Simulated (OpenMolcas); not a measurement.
An OpenMolcas run meant for Ba+ (ANO-RCC-VQZP, DKH4; inactive shells 1s 2s 2p 3s 3p 3d 4s 4p 4d 5s 5p; intended active space 1 electron in 8 orbitals (6s 6p 7s 7p)). One step of its input:

```
&CASPT2
Multistate=1 1
Frozen=14 9
IPEA=2.0
Imaginary=0.1
MaxIter=60
WThr=0.0 0.3 0.05
PrWF=0.5
NoMix
```

The run finished. Its levels beside those of a sound run (SS-CASPT2, IPEA 0.25 Eh, imaginary shift 0.1 Eh (closed shells correlated: 5s 5p)), in cm⁻¹ above each run's lowest level:

```tsv
Level	This run	Usual run
6s ²S_1/2	0.0	0.0
6p ²P°_1/2	19973	20483
6p ²P°_3/2	21124	21634
```

Question: Which setting is unsound, and how much does it matter here?

Answer: The IPEA shift is far above its usual 0.25 hartree. Against the sound run the excited levels shown move by 510 cm-1 on average and by 510 cm-1 at most.

With one active electron outside closed inactive shells, the extra shells (7p 7s) add no correlation to the reference. ANO sets are built for ground and valence states and can reach diffuse excited orbitals poorly. With one active electron, CASPT2 adds the correlation within the correlated inactive shells and between them and that electron, and leaves the splitting within a term as the reference gives it. Levels of configurations outside the active space are missing.

° marks odd parity.
